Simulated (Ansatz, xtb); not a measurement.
C4H5ClFN: which of two isomers lies lower

We compare a, `N#CCC[C@H](F)Cl`, a singlet, with b, `C[C@](F)(C#N)CCl`, a singlet. Both are isolated molecules in the gas phase, relaxed with r2SCAN-D4/def2-SVP; each stands in its lowest conformer found.

Quicker runs give these differences E(b) − E(a): GFN2-xTB +20.9 kJ/mol; HF/STO-3G +21.2 kJ/mol (at GFN2-xTB geometries); r2SCAN-D4/def2-SVP//GFN2-xTB +21.4 kJ/mol.

Task: Estimate E(b) − E(a) at the level CCSD(T)/def2-SVP + ΔMP2/def2-TZVPP.

Result: Calculated at CCSD(T)/def2-SVP + ΔMP2/def2-TZVPP: E(b) − E(a) = +15.8 kJ/mol, so structure a lies lower.

How the difference moves with the method:

```
                             level            geometry  E(b) − E(a) (kJ/mol)  departure from the last row (kJ/mol)  job, with rough time for the two
                          GFN2-xTB            GFN2-xTB                   +20.9                                  +5.2              optimisation, 0.17 s
                         HF/STO-3G            GFN2-xTB                   +21.2                                  +5.4              single point, 0.52 s
      r2SCAN-D4/def2-SVP//GFN2-xTB            GFN2-xTB                   +21.4                                  +5.6               single point, 5.7 s
                r2SCAN-D4/def2-SVP  r2SCAN-D4/def2-SVP                   +21.6                                  +5.8                optimisation, 50 s
                       HF/def2-SVP  r2SCAN-D4/def2-SVP                   +21.0                                  +5.2           part of the CCSD(T) run
                      MP2/def2-SVP  r2SCAN-D4/def2-SVP                   +13.4                                  −2.4           part of the CCSD(T) run
                  CCSD(T)/def2-SVP  r2SCAN-D4/def2-SVP                   +12.7                                  −3.0                      single point
CCSD(T)/def2-SVP + ΔMP2/def2-TZVPP  r2SCAN-D4/def2-SVP                   +15.8                                                      single point, 87 s
```

As drawn, both hold the same kinds of bond in the same numbers. Structure a has 0 methyl groups, b 1.

The levels shown agree on the order. The largest departure from CCSD(T)/def2-SVP + ΔMP2/def2-TZVPP is that of r2SCAN-D4/def2-SVP, 5.8 kJ/mol. The last row adds to CCSD(T) the change of the MP2 difference between the two basis sets, here +3.0 kJ/mol.

With thermal terms from frequencies at re-optimised GFN2-xTB minima (ideal gas, soft modes damped towards free rotors, one conformer each, 298.15 K, 1 atm): the zero-point term adds −2.6 kJ/mol; ΔH is +14.2 and ΔG +12.9 kJ/mol.

The correlated steps freeze 11 core orbitals. Programs: Ansatz 0.2.0, xtb 6.7.1; the last row on 2 threads of Arm Neoverse V1 on a shared host.
